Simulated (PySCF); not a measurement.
C5H6Se, SMILES C1[Se]CC=1C=C. Coordinates come from a PBE-D3(BJ)/def2-SVP optimisation. This is a generated structure with no PubChem entry under its InChIKey; it may be hypothetical. One conformer was computed; it need not be the lowest.

Computed equilibrium geometry at PBE-D3(BJ)/def2-SVP (PySCF confirms it by a frequency run) as a Z-matrix, and its point group (one conformer of several):
point group Cs.
```
C
C 1 1.3681
H 2 1.0996 1 132.67
C 1 1.4454 2 130.48 3 0.00
C 4 1.3558 1 125.14 2 180.00
H 5 1.0997 4 121.48 1 180.00
H 5 1.1023 6 117.08 4 180.00
H 4 1.1044 5 119.37 6 0.00
C 1 1.5131 2 101.90 3 180.00
H 9 1.1078 1 115.90 2 113.87
H 9 1.1078 10 110.69 1 -134.64
Se 2 1.9123 3 128.57 1 180.00
```
